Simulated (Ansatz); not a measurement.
`CCC(CC(CC(C)OC(C)=O)OC(C)=O)OC(C)=O`: single points at one geometry.

```yaml
crystal:
  periodic: [false, false, false]
  atoms:
    - {symbol: C, position_ang: [-2.861837, -2.465961, 1.852208]}
    - {symbol: C, position_ang: [-2.414075, -1.016283, 2.032164]}
    - {symbol: C, position_ang: [-1.499500, -0.524595, 0.912684]}
    - {symbol: C, position_ang: [-1.060298, 0.933278, 1.074608]}
    - {symbol: C, position_ang: [0.025827, 1.336373, 0.074039]}
    - {symbol: C, position_ang: [1.443188, 0.875481, 0.463474]}
    - {symbol: C, position_ang: [1.943344, -0.289112, -0.404395]}
    - {symbol: C, position_ang: [2.425617, 0.146687, -1.777609]}
    - {symbol: O, position_ang: [3.068155, -0.944201, 0.251539]}
    - {symbol: C, position_ang: [2.760904, -1.801521, 1.254003]}
    - {symbol: C, position_ang: [4.005984, -2.476326, 1.781696]}
    - {symbol: O, position_ang: [1.628515, -2.004707, 1.659473]}
    - {symbol: O, position_ang: [0.007181, 2.784765, -0.057003]}
    - {symbol: C, position_ang: [-0.205361, 3.285217, -1.303471]}
    - {symbol: C, position_ang: [-0.265660, 4.793352, -1.267717]}
    - {symbol: O, position_ang: [-0.351048, 2.604637, -2.304024]}
    - {symbol: O, position_ang: [-2.252218, -0.586378, -0.336578]}
    - {symbol: C, position_ang: [-1.721468, -1.237417, -1.402015]}
    - {symbol: C, position_ang: [-2.558829, -1.002514, -2.635017]}
    - {symbol: O, position_ang: [-0.684350, -1.876071, -1.376299]}
    - {symbol: H, position_ang: [-1.989530, -3.149978, 1.809566]}
    - {symbol: H, position_ang: [-3.432506, -2.588336, 0.909472]}
    - {symbol: H, position_ang: [-3.513503, -2.793786, 2.686130]}
    - {symbol: H, position_ang: [-1.856156, -0.905083, 2.986382]}
    - {symbol: H, position_ang: [-3.295506, -0.340621, 2.099290]}
    - {symbol: H, position_ang: [-0.620906, -1.198705, 0.831443]}
    - {symbol: H, position_ang: [-0.704648, 1.102762, 2.112333]}
    - {symbol: H, position_ang: [-1.950826, 1.577573, 0.921240]}
    - {symbol: H, position_ang: [-0.240124, 0.939878, -0.926062]}
    - {symbol: H, position_ang: [2.138892, 1.734922, 0.372478]}
    - {symbol: H, position_ang: [1.450064, 0.562047, 1.525604]}
    - {symbol: H, position_ang: [1.138188, -1.044070, -0.508965]}
    - {symbol: H, position_ang: [1.617386, 0.685090, -2.311321]}
    - {symbol: H, position_ang: [2.720041, -0.728994, -2.387703]}
    - {symbol: H, position_ang: [3.297679, 0.826632, -1.690132]}
    - {symbol: H, position_ang: [4.818786, -1.739793, 1.929157]}
    - {symbol: H, position_ang: [3.774648, -2.997789, 2.726373]}
    - {symbol: H, position_ang: [4.366442, -3.214623, 1.036818]}
    - {symbol: H, position_ang: [-0.034437, 5.196379, -2.269305]}
    - {symbol: H, position_ang: [0.421700, 5.204544, -0.505661]}
    - {symbol: H, position_ang: [-1.294726, 5.105401, -0.994470]}
    - {symbol: H, position_ang: [-3.628702, -0.878907, -2.385171]}
    - {symbol: H, position_ang: [-2.208458, -0.059838, -3.107367]}
    - {symbol: H, position_ang: [-2.407868, -1.829416, -3.351920]}
basis:
  gaussian: {orbitals: 6-31G}
hamiltonian: {xc: {name: B3LYP}, dispersion: d4}
scf: {omitted_lower_state_checks: [starts]}
output: {orbitals: {seedname: orbitals}}
```

The file start.molden holds the orbitals of an earlier run on this structure, at another level or in another basis.

```sh
$ ansatz run in.yaml --threads 2 --pin off --events-out ev --progress --plain --max-ram 32768MiB --backend cuda --devices 0, --max-vram 18GiB
```

It prints (some lines left out):

```
Functional definition: B3LYP
  name "B3LYP"
  cite "Stephens, Devlin, Chabalowski & Frisch, J. Phys. Chem. 98, 11623 (1994) doi:10.1021/j100096a001"
  cite "Becke, Phys. Rev. A 38, 3098 (1988) doi:10.1103/PhysRevA.38.3098"
  cite "Lee, Yang & Parr, Phys. Rev. B 37, 785 (1988) doi:10.1103/PhysRevB.37.785"
  cite "Vosko, Wilk & Nusair, Can. J. Phys. 58, 1200 (1980) doi:10.1139/p80-159"
  parameter a0 = 0.2
  parameter ax = 0.72
  parameter ac = 0.81
  exchange = (1 - a0 - ax)*slater_x + ax*b88_x + a0*exact_x
  correlation = (1 - ac)*vwn_rpa_c + ac*lyp_c
these checks for a lower state are left out or cut short: starts
2996 factors; integrals over basis functions are off by at most 1.9e-4 eV
mean field evaluation 1: about -27157.9452 eV, gradient 1.1e2 eV
mean field evaluation 2: about -27128.5108 eV, gradient 1.7e2 eV
mean field evaluation 4: about -27184.0925 eV, gradient 9.3e0 eV
mean field evaluation 8: about -27185.0543 eV, gradient 1.5e0 eV
mean field evaluation 16: about -27185.0611 eV, gradient 8.5e-4 eV
mean field -27185.06113511 eV, -999.0325700189 hartree, gradient 4.8e-5 eV, S^2 0.000000; 0 other end points of the search recorded, 0 dependent functions left out
reference -27185.06153228 eV, -999.0325846146 hartree; 78, 78 occupied and 150, 150 virtual orbitals, 2996 factors
Total energy: -27187.02607129 eV, -999.1047800917 hartree
Checks for a lower state left out: starts
```

It took 4.9 s on 2 threads of AMD EPYC 7R13 on a shared host and a share (18 GiB) of an NVIDIA H100 80GB HBM3.

The first input with `gaussian: {orbitals: def2-SVP, initial_orbitals: start.molden}`, `hamiltonian: {xc: pbe}`, `correlation: {method: rpa}` and without the key `output` (abridged; 8 s):

```
Functional definition: PBE
mean field -27141.24270148 eV, -997.4222722842 hartree, gradient 2.8e-6 eV, S^2 0.000000
20 core orbitals not correlated: weight in the atoms' cores, before any rotation towards them, 1.000 or more for the frozen orbitals, at most 0.000 for the correlated occupied ones
Total energy: -27136.08848457 eV, -997.2328583067 hartree
Checks for a lower state left out: starts
```

As the first input, with `gaussian: {orbitals: def2-TZVP, fitting: {mean_field: def2-universal-jkfit}, initial_orbitals: start.molden}`, `hamiltonian: {xc: r2scan, dispersion: d4}` (abridged; 5.5 s):

```
Functional definition: r2SCAN
mean field -27189.53175583 eV, -999.1968623002 hartree, gradient 1.1e-5 eV, S^2 0.000000
Total energy: -27189.94706142 eV, -999.2121244991 hartree
Checks for a lower state left out: starts
```

First input, but with `gaussian: {orbitals: STO-3G}`, `hamiltonian: {xc: hf}` (abridged; 2.6 s):

```
Functional definition: HF
mean field -26688.12532678 eV, -980.7705158979 hartree, gradient 2.1e-5 eV, S^2 0.000000
Total energy: -26688.12532678 eV, -980.7705158979 hartree
Checks for a lower state left out: starts
```

First input, but with `gaussian: {orbitals: def2-TZVP, fitting: {mean_field: def2-universal-jkfit}, initial_orbitals: start.molden}`, `hamiltonian: {xc: {name: wB97M-V}}` (abridged; 9.5 s):

```
Functional definition: wB97M-V
mean field -27193.88001467 eV, -999.3566578651 hartree, gradient 1.4e-5 eV, S^2 0.000000
Total energy: -27193.88011337 eV, -999.3566614923 hartree
Checks for a lower state left out: starts
```

Geometry: PBE-D4/def2-SVP.

B3LYP takes the VWN-RPA correlation. Correlated methods freeze 20 core orbitals. Single mean-field runs in def2-TZVP are fitted with def2-universal-jkfit.
